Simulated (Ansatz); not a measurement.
Steps of a relaxation of C8H16, SMILES `C=CCCCCCC` with RKS PBE-D4/def2-SVP.

```sh
$ ansatz run in.yaml --threads 4 --pin off --events-out ev --progress --plain --max-ram 46080MiB --backend cuda --devices 0, --max-vram 37GiB
```

```yaml
crystal:
  periodic: [false, false, false]
  atoms:
    - {symbol: C, position_ang: [-0.034160, -2.941150, 2.403050]}
    - {symbol: C, position_ang: [-0.353550, -2.018160, 1.515800]}
    - {symbol: C, position_ang: [-0.791220, -0.631160, 1.866560]}
    - {symbol: C, position_ang: [0.333390, 0.398300, 1.679570]}
    - {symbol: C, position_ang: [0.905510, 0.468070, 0.263430]}
    - {symbol: C, position_ang: [-0.108940, 0.913880, -0.787290]}
    - {symbol: C, position_ang: [0.535260, 1.071910, -2.162820]}
    - {symbol: C, position_ang: [-0.470340, 1.524010, -3.214650]}
    - {symbol: H, position_ang: [0.288770, -3.927520, 2.115450]}
    - {symbol: H, position_ang: [-0.088930, -2.749270, 3.462480]}
    - {symbol: H, position_ang: [-0.293720, -2.241910, 0.459030]}
    - {symbol: H, position_ang: [-1.646190, -0.350060, 1.248490]}
    - {symbol: H, position_ang: [-1.106310, -0.603680, 2.912100]}
    - {symbol: H, position_ang: [1.144400, 0.148540, 2.367980]}
    - {symbol: H, position_ang: [-0.049240, 1.383310, 1.958940]}
    - {symbol: H, position_ang: [1.737100, 1.178180, 0.268180]}
    - {symbol: H, position_ang: [1.313150, -0.506030, -0.013410]}
    - {symbol: H, position_ang: [-0.548420, 1.867380, -0.483280]}
    - {symbol: H, position_ang: [-0.916420, 0.183070, -0.859370]}
    - {symbol: H, position_ang: [1.346310, 1.801270, -2.100150]}
    - {symbol: H, position_ang: [0.973180, 0.118000, -2.466230]}
    - {symbol: H, position_ang: [0.010450, 1.629140, -4.184590]}
    - {symbol: H, position_ang: [-1.276900, 0.800070, -3.308540]}
    - {symbol: H, position_ang: [-0.903170, 2.483780, -2.940730]}
basis:
  gaussian: {orbitals: def2-SVP}
hamiltonian: {xc: pbe, dispersion: d4}
relax: {f_tol: 0.03, max_steps: 200}
```

Positions (Å) and forces (eV/Å) along the path, 6 of 10 steps:

```xyz
24
step=1 energy=-8538.9041 eV
C    -0.034   -2.941    2.403    0.186   -0.593    0.342
C    -0.354   -2.018    1.516   -0.496    0.999   -0.207
C    -0.791   -0.631    1.867    0.623   -0.075   -0.055
C     0.333    0.398    1.680   -0.113   -0.328   -0.496
C     0.906    0.468    0.263   -0.743    0.318    0.313
C    -0.109    0.914   -0.787    1.044   -0.212   -0.166
C     0.535    1.072   -2.163   -0.909    0.172    0.074
C    -0.470    1.524   -3.215    0.590   -0.205    0.334
H     0.289   -3.928    2.115    0.289   -0.806   -0.273
H    -0.089   -2.749    3.462   -0.072    0.197    0.898
H    -0.294   -2.242    0.459    0.089   -0.247   -0.793
H    -1.646   -0.350    1.248   -0.563    0.186   -0.291
H    -1.106   -0.604    2.912   -0.279    0.018    0.533
H     1.144    0.149    2.368    0.402   -0.079    0.458
H    -0.049    1.383    1.959   -0.151    0.588    0.218
H     1.737    1.178    0.268    0.519    0.312   -0.048
H     1.313   -0.506   -0.013    0.347   -0.538   -0.196
H    -0.548    1.867   -0.483   -0.363    0.526    0.189
H    -0.916    0.183   -0.859   -0.583   -0.368   -0.028
H     1.346    1.801   -2.100    0.552    0.344    0.042
H     0.973    0.118   -2.466    0.364   -0.520   -0.151
H     0.010    1.629   -4.185    0.206    0.106   -0.695
H    -1.277    0.800   -3.309   -0.589   -0.437   -0.118
H    -0.903    2.484   -2.941   -0.348    0.642    0.117
24
step=4 energy=-8539.0674 eV rejected
C    -0.172   -3.048    2.408    0.252    0.314   -0.118
C    -0.320   -2.029    1.539   -0.135   -0.241    0.108
C    -0.717   -0.633    1.921   -0.220    0.061    0.009
C     0.374    0.433    1.694    0.030   -0.073    0.118
C     0.933    0.535    0.273    0.109   -0.025   -0.059
C    -0.088    0.913   -0.801   -0.124    0.051    0.025
C     0.519    1.095   -2.193    0.137   -0.026   -0.013
C    -0.490    1.505   -3.262   -0.068    0.024   -0.046
H     0.172   -4.038    2.082   -0.103   -0.158   -0.031
H    -0.311   -2.890    3.490   -0.035   -0.041    0.045
H    -0.181   -2.231    0.460    0.097    0.046    0.040
H    -1.633   -0.358    1.347    0.051    0.047    0.003
H    -1.017   -0.614    2.993    0.032   -0.014   -0.065
H     1.207    0.224    2.396    0.094   -0.049    0.012
H    -0.028    1.419    2.007   -0.084    0.094   -0.030
H     1.754    1.284    0.270   -0.010    0.082    0.004
H     1.433   -0.419   -0.005   -0.055   -0.054   -0.015
H    -0.612    1.848   -0.500    0.047    0.097    0.017
H    -0.900    0.156   -0.853    0.019   -0.125   -0.022
H     1.336    1.848   -2.139   -0.004    0.067    0.018
H     1.028    0.153   -2.495   -0.026   -0.065   -0.011
H    -0.014    1.626   -4.256    0.014   -0.006   -0.001
H    -1.297    0.751   -3.369   -0.005   -0.006    0.005
H    -0.976    2.471   -3.008   -0.009    0.002    0.006
24
step=6 energy=-8539.0814 eV
C    -0.122   -3.028    2.412    0.019    0.027   -0.020
C    -0.333   -2.028    1.538   -0.019   -0.020    0.012
C    -0.744   -0.630    1.911   -0.008   -0.005   -0.010
C     0.365    0.424    1.699    0.007   -0.004    0.024
C     0.929    0.521    0.275    0.017   -0.012   -0.012
C    -0.089    0.920   -0.797   -0.029    0.005    0.005
C     0.523    1.091   -2.190    0.024   -0.004   -0.004
C    -0.488    1.508   -3.258   -0.012    0.004   -0.008
H     0.193   -4.031    2.082   -0.009    0.007    0.005
H    -0.254   -2.875    3.497   -0.009   -0.017   -0.015
H    -0.186   -2.226    0.459    0.001   -0.004    0.033
H    -1.641   -0.343    1.317    0.007    0.005   -0.001
H    -1.060   -0.609    2.976    0.008    0.000   -0.007
H     1.197    0.198    2.401    0.012   -0.007   -0.003
H    -0.031    1.418    2.004   -0.012    0.012   -0.004
H     1.758    1.263    0.274   -0.005    0.009    0.006
H     1.402   -0.446   -0.007   -0.003    0.009   -0.002
H    -0.590    1.868   -0.495    0.011    0.007    0.000
H    -0.905    0.163   -0.853    0.011   -0.011   -0.002
H     1.343    1.842   -2.137   -0.005    0.006    0.001
H     1.016    0.139   -2.490   -0.007   -0.002   -0.001
H    -0.013    1.623   -4.254    0.001   -0.002    0.002
H    -1.301    0.759   -3.361    0.002    0.001    0.002
H    -0.966    2.478   -3.004   -0.001   -0.005    0.000
24
step=8 energy=-8539.0822 eV
C    -0.150   -3.037    2.405   -0.004    0.045   -0.006
C    -0.333   -2.026    1.537    0.022   -0.005    0.015
C    -0.732   -0.625    1.910   -0.023    0.001    0.006
C     0.380    0.426    1.702   -0.003    0.003    0.004
C     0.941    0.534    0.277    0.014   -0.003   -0.007
C    -0.085    0.918   -0.794   -0.014   -0.001    0.004
C     0.523    1.097   -2.189    0.014    0.000   -0.001
C    -0.497    1.494   -3.256   -0.008    0.001   -0.001
H     0.160   -4.038    2.071   -0.002   -0.028   -0.007
H    -0.305   -2.895    3.488    0.000   -0.005    0.001
H    -0.166   -2.220    0.461    0.004   -0.001   -0.008
H    -1.627   -0.331    1.315    0.002    0.003    0.000
H    -1.049   -0.604    2.974   -0.001    0.002    0.000
H     1.213    0.197    2.400    0.001   -0.004   -0.003
H    -0.019    1.419    2.011    0.002   -0.001    0.002
H     1.758    1.289    0.278   -0.005    0.001    0.001
H     1.430   -0.424   -0.008   -0.002   -0.005   -0.001
H    -0.598    1.861   -0.492    0.002    0.000    0.000
H    -0.887    0.149   -0.849    0.003    0.000   -0.002
H     1.330    1.862   -2.139   -0.004    0.000    0.000
H     1.029    0.152   -2.488    0.000    0.000    0.000
H    -0.027    1.613   -4.253    0.001   -0.001    0.000
H    -1.299    0.732   -3.354    0.002   -0.001    0.001
H    -0.991    2.457   -3.004    0.000   -0.001    0.001
24
step=9 energy=-8539.0825 eV
C    -0.167   -3.040    2.397   -0.012    0.040    0.001
C    -0.328   -2.021    1.534    0.014   -0.022    0.004
C    -0.725   -0.621    1.910   -0.011    0.005    0.009
C     0.389    0.430    1.704   -0.005    0.005   -0.004
C     0.948    0.541    0.279    0.011    0.006   -0.002
C    -0.082    0.916   -0.792   -0.004   -0.002    0.003
C     0.523    1.100   -2.187    0.007    0.002   -0.001
C    -0.504    1.483   -3.254   -0.007   -0.001    0.000
H     0.137   -4.042    2.058    0.004   -0.024   -0.004
H    -0.339   -2.908    3.479    0.004    0.000   -0.014
H    -0.146   -2.208    0.459    0.002    0.004    0.005
H    -1.618   -0.323    1.314    0.000   -0.001    0.002
H    -1.044   -0.601    2.974   -0.002    0.000    0.000
H     1.223    0.197    2.401   -0.003   -0.001   -0.001
H    -0.009    1.421    2.016    0.008   -0.003    0.001
H     1.759    1.302    0.279   -0.004   -0.004   -0.003
H     1.443   -0.414   -0.007   -0.002   -0.003    0.002
H    -0.603    1.854   -0.489   -0.001   -0.004    0.000
H    -0.878    0.139   -0.846    0.002    0.005   -0.002
H     1.321    1.875   -2.139   -0.006   -0.005    0.000
H     1.040    0.160   -2.485    0.000    0.004    0.001
H    -0.036    1.605   -4.252    0.000    0.000    0.001
H    -1.296    0.711   -3.349    0.005    0.002    0.001
H    -1.009    2.440   -3.004    0.002   -0.004    0.001
24
step=10 energy=-8539.0826 eV
C    -0.174   -3.040    2.392   -0.003    0.004    0.006
C    -0.327   -2.017    1.532    0.007   -0.005   -0.005
C    -0.723   -0.618    1.911    0.000    0.004    0.002
C     0.392    0.431    1.706   -0.002    0.002   -0.004
C     0.950    0.542    0.280    0.001    0.004    0.001
C    -0.081    0.915   -0.790    0.003   -0.001    0.000
C     0.523    1.102   -2.186    0.000    0.003   -0.001
C    -0.506    1.478   -3.253   -0.003   -0.001    0.000
H     0.128   -4.043    2.050    0.001   -0.005    0.001
H    -0.352   -2.912    3.474    0.000    0.002   -0.009
H    -0.138   -2.201    0.458   -0.003    0.004    0.005
H    -1.615   -0.318    1.315   -0.001   -0.001    0.001
H    -1.042   -0.599    2.974   -0.001   -0.001    0.000
H     1.227    0.196    2.401   -0.002    0.001    0.001
H    -0.002    1.423    2.019    0.005   -0.002    0.000
H     1.760    1.305    0.279   -0.002   -0.004   -0.002
H     1.447   -0.412   -0.006   -0.001    0.000    0.002
H    -0.605    1.851   -0.487   -0.001   -0.003    0.000
H    -0.874    0.135   -0.845    0.000    0.004   -0.001
H     1.316    1.882   -2.139   -0.004   -0.004    0.000
H     1.046    0.165   -2.483    0.000    0.004    0.001
H    -0.039    1.602   -4.251   -0.001    0.000    0.001
H    -1.293    0.699   -3.347    0.004    0.003    0.000
H    -1.018    2.431   -3.003    0.002   -0.004    0.000
```

Run time 15 s (4 threads of an AMD EPYC 7R13 on a shared host and a share of an NVIDIA H100 80 GB); peak host memory 1.1 GiB.
